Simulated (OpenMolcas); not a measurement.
**Os5+: moving or changing the point charges**

Os5+ among 4 point charges of -1 e arranged as a square (D4h), 1.92 Å from the ion.
```
   1.9200    0.0000    0.0000  -1.00
   0.0000    1.9200    0.0000  -1.00
  -1.9200    0.0000    0.0000  -1.00
   0.0000   -1.9200    0.0000  -1.00
```

| Quantity | Value |
| --- | --- |
| Program | OpenMolcas 26.06 |
| Method | CASSCF |
| Basis | ANO-RCC-VDZP [7s6p4d2f1g] |
| Scalar Hamiltonian | DKH2, point nucleus |
| Active space | 3 electrons in 5 orbitals (5d) |
| State averaging | 2S+1 = 4 even, 10 roots; 2S+1 = 2 even, 40 roots |
| Spin-orbit coupling | state interaction with AMFI integrals over the reference wave functions |

Runs around this geometry, states (labels of D4, the rotations of D4h). Energies in cm-1 above the lowest state or level, χT in cm3 K/mol.

| R (Å) | q (e) | Ground state | First state of that spin | First gap with spin-orbit (degeneracies) | χT at 300 K | First state of another spin |
| --- | --- | --- | --- | --- | --- | --- |
| 1.92 | -0.8 | 4E | 4B1 147.8 | 2706 (2, 2) | 0.086 | 2E 14528 |
| 1.79 | -1 | 4A2 | 4E 1461 | 3366 (2, 2) | 0.098 | 2A2 13786 |
| 1.92 | -1 | 4A2 | 4E 154.2 | 3114 (2, 2) | 0.090 | 2A2 13865 |
| 2.07 | -1 | 4E | 4B1 492.3 | 2737 (2, 2) | 0.085 | 2E 14657 |

The ground state changes within this set.

Without dynamic correlation the repulsion within the d shell is too large (B by tens of per cent), so at a given field states of lower spin stand too high. Spin-orbit coupling mixes the spin-free states strongly: the lowest level takes only 48 % from its leading state, 4E (figures for R = 1.92, q = -0.8; the like holds for R = 1.79, q = -1, R = 1.92, q = -1, R = 2.07, q = -1). The ground term spreads over less than 5000 cm-1, several times less than with real ligands, so orbital moments are less quenched and χT lies further from the spin-only value than at real sites (holds for R = 1.92, q = -0.8; R = 2.07, q = -1). Point charges carry no covalency, so the field is a model and not that of real ligands. No measured value stands beside these numbers.
